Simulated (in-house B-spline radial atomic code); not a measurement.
# Binding energies in the tellurium ion Te⁶⁺

NIST's tabulated ground configuration is [Kr] 4d10; each binding energy is the energy of the ion with one electron taken from that subshell, relaxed, less that of the parent. Method: Dirac-Hartree-Fock, average of configuration, Fermi nucleus of rms radius 4.7423 fm. Calculated with a radial B-spline atomic code at the basis-set limit. Energies include first-order Breit, QED and recoil terms.

| subshell | X-ray name | binding energy (eV) | -ε (eV) | relaxation (eV) |
| --- | --- | --- | --- | --- |
| 1s | K | 31901.1 | 32073.5 | 63.3 |
| 2s | L1 | 5033.2 | 5077.1 | 32.5 |
| 2p1/2 | L2 | 4700.9 | 4748.0 | 36.0 |
| 2p3/2 | L3 | 4429.9 | 4472.4 | 34.7 |
| 3s | M1 | 1096.5 | 1110.8 | 12.4 |
| 3p1/2 | M2 | 959.8 | 974.4 | 12.9 |
| 3p3/2 | M3 | 908.2 | 921.6 | 12.4 |
| 3d3/2 | M4 | 669.6 | 684.0 | 13.9 |
| 3d5/2 | M5 | 659.2 | 673.1 | 13.7 |
| 4s | N1 | 262.6 | 265.6 | 2.7 |
| 4p1/2 | N2 | 214 | 216.7 | 2.4 |
| 4p3/2 | N3 | 204.2 | 206.6 | 2.3 |
| 4d3/2 | N4 | 124.2 | 126.0 | 1.8 |
| 4d5/2 | N5 | 122.7 | 124.4 | 1.7 |

Relaxation = -ε minus the binding energy without Breit, QED and recoil terms.

Emission lines follow as differences of binding energies, with λ = 12398.42 eV·Å / E:

```
 line          holes  energy (eV)  wavelength (Å)
 K-L3     1s → 2p3/2      27471.2         0.45132
 K-L2     1s → 2p1/2      27200.2         0.45582
 K-M3     1s → 3p3/2      30992.9         0.40004
L3-M5  2p3/2 → 3d5/2       3770.7          3.2881
L2-M4  2p1/2 → 3d3/2       4031.3          3.0755
L1-M3     2s → 3p3/2       4125.0          3.0057
L3-M1     2p3/2 → 3s       3333.4          3.7195
L2-N4  2p1/2 → 4d3/2       4576.7           2.709
```

(1) What screening constant σ does Moseley's law, E = (3/4)·13.6057 eV·(Z - σ)², need for K-L3?

Moseley's non-relativistic formula needs a falling, then negative, screening constant for heavy elements, because relativity binds the 1s electron more strongly than the formula allows.

(2) What does it cost to remove both a 2p3/2 and a 3d5/2 electron?

(3) What does it cost to remove both a 2s and a 2p1/2 electron?

(4) What does it cost to remove both a 3s and a 3p1/2 electron?

Results:

(1) σ = 0.11.

(2) 5155.5 eV, which is 66.38 eV more than the two single binding energies together.

(3) 9868.6 eV, which is 134.6 eV more than the two single binding energies together.

(4) 2100.9 eV, which is 44.61 eV more than the two single binding energies together.
